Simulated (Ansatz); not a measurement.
`[SiH3]B([SiH3])[SiH3]` + `[SiH3][NH][AlH][Cl]` → `[SiH3][N]([SiH3])[AlH][Cl]` + `[SiH3]B[SiH3]`  (cleavage of the Si–B bond)

Isolated molecules relaxed with PBE0-D4/def2-TZVP in Ansatz; ΔE leaves out vibrations. CBS: MP2 limit from def2 TZ/QZ plus the TZ coupled-cluster correction, frozen cores. DFT in def2-TZVPP. HSE06 is defined as in plane-wave codes. Each species was taken in one conformer, which may not be the lowest.

CCSD(T)/CBS gives -55.4 kJ/mol.

(1) Another level gave -56.9 kJ/mol. Which?
A. CCSD/def2-TZVPP
B. HSE06/def2-TZVPP
C. r2SCAN0-D4/def2-TZVPP
D. r2SCAN-D4/def2-TZVPP

Largest T1 diagnostic among the species: 0.015.

## Answers

(1) A. CCSD/def2-TZVPP -56.9, r2SCAN-D4 -46.8, r2SCAN0-D4 -51.0, HSE06 -41.3 kJ/mol.

From PBE to PBE0 (25 % exact exchange), in def2-TZVPP and without D4, ΔE moves by −7.6 kJ/mol. The D4 term adds −3.5 kJ/mol with B3LYP and −1.6 kJ/mol with PBE0; it sums over pairs of atoms, weighted by their polarisabilities, and B3LYP, whose exchange is more repulsive, gets the larger term.

B3LYP here is the variant with VWN-RPA as its local correlation; programs differ in this.
